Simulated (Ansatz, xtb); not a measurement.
## Relative energy of two structures of GaHNOP

Structure I: a singlet given by its coordinates. Structure II: `O=P[NH][Ga]`, a singlet. Both are isolated molecules in the gas phase, relaxed with PBE0-D3(BJ)/def2-SVP; the shapes shown needn't be the lowest conformers.

I (Å):

```xyz
5

Ga   -3.3622    0.3592    1.7311
N    -1.4398   -0.6735    1.7570
O    -2.1524    0.8611    0.0288
P    -0.9266   -0.0220    0.3805
H    -0.8758   -1.3304    2.2926
```

Close contacts (Å): Ga1–N2 2.18, Ga1–O3 2.15, Ga1–P4 2.81, N2–P4 1.61, O3–P4 1.55, N2–H5 1.02.

II (Å):

```xyz
5

Ga   -0.1194   -2.6595   -0.0690
N     0.2758   -0.7939   -0.4302
O     0.0782    1.7967   -0.5282
P    -0.6257    0.5681   -0.0503
H     1.1489   -0.5627   -0.9210
```

Task: Estimate E(II) − E(I) at the level CCSD(T)/def2-TZVP.

Result: Calculated at CCSD(T)/def2-TZVP: E(II) − E(I) = +0.398 eV, so structure I lies lower.

The same difference at several levels:

| level | geometry | E(II) − E(I) (eV) | departure from the last row (eV) | job, with rough time for the two |
| --- | --- | --- | --- | --- |
| PBE0-D3(BJ)/def2-SVP | PBE0-D3(BJ)/def2-SVP | +0.388 | −0.010 | optimisation, 24 s |
| HF/def2-TZVP | PBE0-D3(BJ)/def2-SVP | +0.309 | −0.089 | part of the CCSD(T) run |
| MP2/def2-TZVP | PBE0-D3(BJ)/def2-SVP | +0.391 | −0.007 | part of the CCSD(T) run |
| CCSD(T)/def2-TZVP | PBE0-D3(BJ)/def2-SVP | +0.398 |  | single point, 54 s |

None of the levels shown reverses the order. The largest departure from CCSD(T)/def2-TZVP is that of HF/def2-TZVP, 0.089 eV. Levels run at GFN2-xTB geometries aren't shown.

With harmonic frequencies from PBE0-D3(BJ)/def2-SVP (ideal gas, rigid rotor, one conformer each, 298.15 K, 1 atm): on the last row, ΔE + ΔZPE = +0.394, ΔH = +0.398, ΔG = +0.378 eV.

The correlated steps freeze 16 core orbitals; the filled d shell of Ga is correlated, in a basis made for valence electrons. Codes used: Ansatz 0.2.0; the last row on 2 threads of Arm Neoverse V1 on a shared host.
